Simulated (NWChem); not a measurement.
System meant: MoH2O4; SMILES [O]=[Mo](=[O])([OH])[OH]

The following NWChem deck was run.

```
start job
memory heap 200 mb stack 900 mb global 1100 mb
geometry units angstroms noautoz
  Mo     0.000000     0.000000     0.139587
  O     -0.162662     1.351974     1.112390
  O      0.162661    -1.351974     1.112390
  O      1.515476     0.203516    -0.928925
  H      2.199121    -0.462565    -1.068100
  O     -1.515475    -0.203516    -0.928926
  H     -2.199122     0.462564    -1.068099
end
basis spherical
  * library def2-svp
end
dft
  xc pbe0
  iterations 150
  mulliken
end
task dft energy
```

End of the output:

```
             Northwest Computational Chemistry Package (NWChem) 7.3.0
             --------------------------------------------------------

 C2  symmetry detected

                             Geometry "geometry" -> ""
                             -------------------------

 Output coordinates in angstroms (scale by  1.889725989 to convert to a.u.)

  No.       Tag          Charge          X              Y              Z
 ---- ---------------- ---------- -------------- -------------- --------------
    1 Mo                  42.0000     0.00000000     0.00000000     0.05193059
    2 O                    8.0000    -0.11834684     1.35657159     1.02473359
    3 O                    8.0000     0.11834684    -1.35657159     1.02473359
    4 O                    8.0000     1.52132207     0.15383079    -1.01658191
    5 H                    1.0000     2.18281244    -0.53425756    -1.15575591
    6 O                    8.0000    -1.52132207    -0.15383079    -1.01658191
    7 H                    1.0000    -2.18281244     0.53425756    -1.15575591

 Effective nuclear repulsion energy (a.u.)     507.0927204762

      Symmetry information
      --------------------

 Group name             C2
 Group number              4
 Group order               2
 No. of unique centers     4

                                 NWChem DFT Module
                                 -----------------

 Summary of "ao basis" -> "ao basis" (spherical)
 ------------------------------------------------------------------------------
       Tag                 Description            Shells   Functions and Types
 ---------------- ------------------------------  ------  ---------------------
 Mo                         def2-svp                11       31   5s3p2d1f
 O                          def2-svp                 6       14   3s2p1d
 H                          def2-svp                 3        5   2s1p

      Symmetry analysis of basis
      --------------------------

        a          50
        b          47

            General Information
            -------------------
          SCF calculation type: DFT
          Wavefunction type:  closed shell.
          No. of atoms     :     7
          No. of electrons :    76
           Alpha electrons :    38
            Beta electrons :    38
          Charge           :     0
          Spin multiplicity:     1
          Use of symmetry is: on ; symmetry adaption is: on
          Maximum number of iterations: 150
          AO basis - number of functions:    97
                     number of shells:    41
          Convergence on energy requested:  1.00D-06
          Convergence on density requested:  1.00D-05
          Convergence on gradient requested:  5.00D-04

              XC Information
              --------------
                         PBE0 Method XC Functional
                     Hartree-Fock (Exact) Exchange  0.250
          PerdewBurkeErnzerhof Exchange Functional  0.750
            Perdew 1991 LDA Correlation Functional  1.000 local
           PerdewBurkeErnz. Correlation Functional  1.000 non-local

             Grid Information
             ----------------
          Grid used for XC integration:  medium
          Radial quadrature: Mura-Knowles
          Angular quadrature: Lebedev.
          Tag              B.-S. Rad. Rad. Pts. Rad. Cut. Ang. Pts.
          ---              ---------- --------- --------- ---------
          Mo                  1.45      123           9.0       590
          O                   0.60       49          10.0       434
          H                   0.35       45          11.0       434
          Grid pruning is: on
          Number of quadrature shells:   266
          Spatial weights used:  Erf1

      Superposition of Atomic Density Guess
      -------------------------------------

 Sum of atomic energies:       -1084.09001070

      Non-variational initial energy
      ------------------------------

 Total energy =   -1091.562091
 1-e energy   =   -2465.035540
 2-e energy   =     866.380729
 HOMO         =      -1.629147
 LUMO         =      -1.588450

      Symmetry analysis of molecular orbitals - initial
      -------------------------------------------------

  Numbering of irreducible representations:

     1 a           2 b

  Orbital symmetries:

     1 a           2 b           3 a           4 a           5 b
     6 a           7 b           8 a           9 b          10 b
    11 a          12 b          13 a          14 a          15 a
    16 a          17 b          18 b          19 b          20 a
    21 a          22 b          23 b          24 a          25 b
    26 a          27 b          28 a          29 b          30 a
    31 a          32 b          33 b          34 b          35 a
    36 a          37 b          38 a          39 b          40 a
    41 b          42 a          43 a          44 a          45 b
    46 b          47 a          48 b

     ---------------------------------------------
      Total Density - Mulliken Population Analysis
     ---------------------------------------------

    Atom       Charge   Shell Charges
 -----------   ------   -------------------------------------------------------
    1 Mo  42    43.79   2.01  2.06  2.16  0.00  0.01  6.08  7.08 -0.46 10.56 -0.03 14.33
    2 O    8     9.29   1.99  1.14  0.69  3.94  1.41  0.13
    3 O    8     9.29   1.99  1.14  0.69  3.94  1.41  0.13
    4 O    8     6.62   1.99  1.00  0.81  1.80  0.97  0.04
    5 H    1     0.19   0.21 -0.03  0.01
    6 O    8     6.62   1.99  1.00  0.81  1.80  0.97  0.04
    7 H    1     0.19   0.21 -0.03  0.01

   convergence    iter        energy       DeltaE   RMS-Dens  Diis-err
 ---------------- ----- ----------------- --------- --------- ---------
 d= 0,ls=0.0,diis     1  -1130.7286336298 -1.64D+03  1.96D-01  4.89D+01
 d= 0,ls=0.0,diis     2  -1109.2524248242  2.15D+01  1.93D-01  1.31D+02
 d= 0,ls=0.0,diis     3  -1135.3645127002 -2.61D+01  7.85D-02  9.73D+00
 d= 0,ls=0.0,diis     4  -1135.9354486140 -5.71D-01  3.41D-02  5.59D+00
 d= 0,ls=0.0,diis     5  -1136.4762314183 -5.41D-01  9.46D-03  2.61D-01
  Resetting Diis
 d= 0,ls=0.0,diis     6  -1136.4975972322 -2.14D-02  4.76D-03  9.71D-02
 d= 0,ls=0.0,diis     7  -1136.5068121496 -9.21D-03  2.94D-03  4.97D-03
 d= 0,ls=0.0,diis     8  -1136.5043149625  2.50D-03  2.45D-03  2.95D-02
 d= 0,ls=0.0,diis     9  -1136.5072054257 -2.89D-03  4.31D-04  6.57D-04
 d= 0,ls=0.0,diis    10  -1136.5072736878 -6.83D-05  7.55D-05  1.79D-05
 d= 0,ls=0.0,diis    11  -1136.5072754813 -1.79D-06  1.21D-05  6.14D-08
 d= 0,ls=0.0,diis    12  -1136.5072755053 -2.40D-08  2.12D-06  3.20D-09

         Total DFT energy =    -1136.507275505328
      One electron energy =    -2697.039463931141
           Coulomb energy =     1118.456350404077
    Exchange-Corr. energy =      -65.016882454461
 Nuclear repulsion energy =      507.092720476196

 Numeric. integr. density =       75.999998587348

[...]
```

Find the fault in this run and fix the input.

The run ends normally but its numbers are meaningless: the def2 basis of a heavy element holds valence functions alone and wants its effective core potential (without it all electrons must fit into that basis). This input runs:
```
start job
memory heap 200 mb stack 900 mb global 1100 mb
geometry units angstroms noautoz
  Mo     0.000000     0.000000     0.139587
  O     -0.162662     1.351974     1.112390
  O      0.162661    -1.351974     1.112390
  O      1.515476     0.203516    -0.928925
  H      2.199121    -0.462565    -1.068100
  O     -1.515475    -0.203516    -0.928926
  H     -2.199122     0.462564    -1.068099
end
basis spherical
  * library def2-svp
end
ecp
  Mo library def2-ecp
end
dft
  xc pbe0
  iterations 150
  mulliken
end
task dft energy
```
It converges to -369.88944 Ha (PBE0/def2-SVP with def2 effective core potentials on Mo). The faulty run gave -1136.507 Ha, with all electrons squeezed into the valence basis.
